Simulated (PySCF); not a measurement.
## [Ta3]+ at several levels of theory

Computed with PySCF 2.14.0 (density fitting, no spin-orbit coupling) at the geometry relaxed with PBE0:

```xyz
3
[Ta3]+ (triplet)
Ta    1.4115    0.0000    0.0000
Ta   -0.7057    1.2224    0.0000
Ta   -0.7057   -1.2224    0.0000
```

```json
{"level": "PBE0", "basis": "Ta def2-SVP with ECP60", "state": "triplet", "HOMO (eV)": "-9.22", "gap (eV)": "2.16", "charge on Ta1 (e)": "0.34", "dipole about the centre of mass (D)": "0.18", "largest force component (eV/Å)": "0.04"}
{"level": "wB97X", "basis": "the same", "state": "triplet", "HOMO (eV)": "-10.90", "gap (eV)": "5.80", "charge on Ta1 (e)": "0.34", "dipole about the centre of mass (D)": "0.19", "largest force component (eV/Å)": "0.13"}
{"level": "PBE", "basis": "the same", "state": "triplet", "HOMO (eV)": "-8.54", "gap (eV)": "0.62", "charge on Ta1 (e)": "0.33", "dipole about the centre of mass (D)": "0.00", "largest force component (eV/Å)": "0.34"}
{"level": "HF", "basis": "the same", "state": "triplet", "HOMO (eV)": "-10.95", "gap (eV)": "6.85", "charge on Ta1 (e)": "0.28", "dipole about the centre of mass (D)": "0.89", "largest force component (eV/Å)": "4.94"}
{"level": "r2SCAN", "basis": "the same", "state": "triplet", "HOMO (eV)": "-8.66", "gap (eV)": "1.00", "charge on Ta1 (e)": "0.34", "dipole about the centre of mass (D)": "0.19", "largest force component (eV/Å)": "0.33"}
{"level": "PBE0", "basis": "Ta x2c-SVPall", "state": "triplet", "HOMO (eV)": "-8.91", "gap (eV)": "1.88", "charge on Ta1 (e)": "0.31", "dipole about the centre of mass (D)": "0.15", "largest force component (eV/Å)": "1.89"}
```

HOMO and gap are taken over both spins. Charges are Mulliken's, which hang on the basis. The relaxation used the grid (50, 194), these runs (75, 302) or, all-electron (x2c bases, spin-free X2C Hamiltonian), (99, 590).

Question: What does PBE0 with Ta def2-TZVP with ECP60 give here?

Answer: state triplet, HOMO (eV) -8.78, gap (eV) 1.88, charge on Ta1 (e) 0.32, dipole about the centre of mass (D) 0.20, largest force component (eV/Å) 1.11. Time: 11 s on 2 threads of Arm Neoverse V2, on a shared host, from free ions and atoms.

The relaxed state is spin-contaminated (spin squared 2.45 against 2.00). Open shells may have lower solutions than the one found.

Some runs are spin-contaminated.
